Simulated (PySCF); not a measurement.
Below is a simulated gas-phase C 1s photoelectron spectrum of `CBC1CC1`.

Every computed line was given a Gaussian of 0.6 eV full width at half maximum and an area set by the number of equivalent atoms; the highest printed point is 100. Theory: PySCF 2.14.0, delta-SCF UKS SCAN, pcX-2 on the ionised atom, pcseg-1 elsewhere, spin-free X2C.

binding energy (eV), intensity and a bar:
```
    289.1          0 
    289.2          1 
    289.3          2 #
    289.4          6 ##
    289.5         15 ####
    289.6         29 #########
    289.7         48 ##############
    289.8         70 #####################
    289.9         89 ###########################
    290.0         98 #############################
    290.1         95 #############################
    290.2         86 ##########################
    290.3         78 #######################
    290.4         78 #######################
    290.5         86 ##########################
    290.6         97 #############################
    290.7        100 ##############################
    290.8         91 ###########################
    290.9         72 ######################
    291.0         49 ###############
    291.1         29 #########
    291.2         14 ####
    291.3          6 ##
    291.4          2 #
    291.5          1 
    291.6          0
```

Question: How many maxima does the curve show, and how many computed lines lie under it?

Answer: The curve has 2 maxima (at 290.0 and 290.7 eV). Under it lie 3 lines from 3 inequivalent carbon sites. At this width some lines have no maximum of their own.

Question: Decompose the envelope and assign each component. Numbering: `[CH3:1][BH:2][CH:3]1[CH2:4][CH2:5]1`.

Answer: 
| position (eV) | relative area | line | atoms | environment |
| --- | --- | --- | --- | --- |
| 289.95 | 1 | C 1s | C1 | sp3 carbon bound to boron |
| 290.06 | 1 | C 1s | C3 | sp3 carbon bound to boron |
| 290.70 | 2 | C 1s | C4/C5 | three-membered-ring carbon |

Lowest listed C 1s: C1, bonded to 3 H and B. Highest, 0.75 eV above it: C4/C5, bonded to 2 C and 2 H.

No satellites, vibrations or lifetime broadening are included. Topologically equivalent atoms share the value of their first member; where this conformer doesn't relate them by symmetry, their own values could differ. The structure is a single PBE0-D3(BJ)/def2-SVP conformer in the gas phase; no vibrational or solvent corrections.

Shape of the structure used: `[CH3:1][BH:2][CH:3]1[CH2:4][CH2:5]1`: C1–B2–C3–C4 153°.
